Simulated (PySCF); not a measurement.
Can point charges reproduce the dipole moment of `C#C[P@@]1(=O)C[C@H](F)[C@H]1C`?

Coordinates (GFN2-xTB, Å) and charges (e) from the PBE0/pcSseg-1 density (PySCF):

```json
{"atom": "C1", "x": "2.166", "y": "1.491", "z": "1.555", "Mulliken": "-0.2969", "IAO": "-0.1522", "Hirshfeld": "-0.0502", "ESP-fitted": "-0.3349"}
{"atom": "C2", "x": "1.723", "y": "0.690", "z": "0.777", "Mulliken": "-0.0226", "IAO": "-0.3435", "Hirshfeld": "-0.0963", "ESP-fitted": "-0.0953"}
{"atom": "P3", "x": "1.163", "y": "-0.486", "z": "-0.423", "Mulliken": "+1.0186", "IAO": "+1.5192", "Hirshfeld": "+0.4427", "ESP-fitted": "+0.8108"}
{"atom": "O4", "x": "2.141", "y": "-0.858", "z": "-1.444", "Mulliken": "-0.5519", "IAO": "-0.8683", "Hirshfeld": "-0.3832", "ESP-fitted": "-0.5928"}
{"atom": "C5", "x": "0.196", "y": "-1.751", "z": "0.521", "Mulliken": "-0.4078", "IAO": "-0.5475", "Hirshfeld": "-0.1251", "ESP-fitted": "-0.5340"}
{"atom": "C6", "x": "-1.072", "y": "-0.906", "z": "0.324", "Mulliken": "+0.2577", "IAO": "+0.1806", "Hirshfeld": "+0.0625", "ESP-fitted": "+0.3107"}
{"atom": "F7", "x": "-2.177", "y": "-1.656", "z": "0.010", "Mulliken": "-0.3238", "IAO": "-0.3180", "Hirshfeld": "-0.1177", "ESP-fitted": "-0.2635"}
{"atom": "C8", "x": "-0.589", "y": "-0.016", "z": "-0.838", "Mulliken": "-0.5571", "IAO": "-0.3692", "Hirshfeld": "-0.0706", "ESP-fitted": "-0.1122"}
{"atom": "C9", "x": "-1.043", "y": "1.430", "z": "-0.838", "Mulliken": "-0.1851", "IAO": "-0.4210", "Hirshfeld": "-0.1185", "ESP-fitted": "-0.4082"}
{"atom": "H10", "x": "2.540", "y": "2.189", "z": "2.248", "Mulliken": "+0.0656", "IAO": "+0.2132", "Hirshfeld": "+0.1092", "ESP-fitted": "+0.3171"}
{"atom": "H11", "x": "0.457", "y": "-1.985", "z": "1.549", "Mulliken": "+0.1660", "IAO": "+0.1654", "Hirshfeld": "+0.0515", "ESP-fitted": "+0.1628"}
{"atom": "H12", "x": "0.135", "y": "-2.674", "z": "-0.057", "Mulliken": "+0.1762", "IAO": "+0.1808", "Hirshfeld": "+0.0612", "ESP-fitted": "+0.1966"}
{"atom": "H13", "x": "-1.337", "y": "-0.323", "z": "1.212", "Mulliken": "+0.1029", "IAO": "+0.1403", "Hirshfeld": "+0.0449", "ESP-fitted": "+0.0572"}
{"atom": "H14", "x": "-0.846", "y": "-0.504", "z": "-1.785", "Mulliken": "+0.1751", "IAO": "+0.1711", "Hirshfeld": "+0.0573", "ESP-fitted": "+0.1191"}
{"atom": "H15", "x": "-0.776", "y": "1.915", "z": "0.099", "Mulliken": "+0.1189", "IAO": "+0.1433", "Hirshfeld": "+0.0346", "ESP-fitted": "+0.0995"}
{"atom": "H16", "x": "-2.122", "y": "1.485", "z": "-0.968", "Mulliken": "+0.1312", "IAO": "+0.1515", "Hirshfeld": "+0.0484", "ESP-fitted": "+0.1335"}
{"atom": "H17", "x": "-0.565", "y": "1.971", "z": "-1.653", "Mulliken": "+0.1329", "IAO": "+0.1545", "Hirshfeld": "+0.0491", "ESP-fitted": "+0.1337"}
```

Task: What dipole does each set of charges give (1 e·Å = 4.803 D), and what does the density give?

Result: The full density gives (-1.37, 2.27, 3.08) D, 4.06 D in size; dipole vectors point from the negative to the positive end.

```
    scheme     μx    μy    μz  size (D)  share of the full size (%)  angle to the full dipole (°)
  Mulliken  -1.32  0.90  1.19      1.99                          49                            22
       IAO  -0.85  2.87  3.56      4.65                         114                             9
 Hirshfeld  -1.00  1.57  2.28      2.94                          72                             2
ESP-fitted  -1.42  2.29  3.09      4.10                         101                             1
```

Task: Which set comes closest?

Result: Length of the difference vector: ESP-fitted 0.06 D, IAO 0.92 D, Hirshfeld 1.13 D, Mulliken 2.33 D. Closest: ESP-fitted. ESP charges are fitted to the potential around the molecule, whose slowest-falling term is the dipole's. 

Task: What is left for the Hirshfeld atoms' own dipoles?

Result: The Hirshfeld atoms' densities add up to the full density, so μ = Σ q r + Σ (atomic dipoles). The atomic dipoles sum to (-1.37, 2.27, 3.08) − (-1.00, 1.57, 2.28) = (-0.37, 0.70, 0.80) D, 1.13 D in size.

Task: With the origin at the mean of the coordinates, (0.000, 0.001, 0.017) Å, which are the largest single terms, by size, of the IAO dipole along the direction of the full one?

Result: O4 +9.63, P3 -7.28, H10 +2.11, C5 +1.74, H12 -1.38 D; all 17 atoms together +4.58 D. The single terms depend on the origin, their sum doesn't.

Task: Give the size of the full dipole in other units.

Result: 4.06 D = 1.599 au = 0.846 e·Å = 13.56 × 10⁻³⁰ C·m.

The structure is a single GFN2-xTB conformer in the gas phase; no vibrational or solvent corrections.
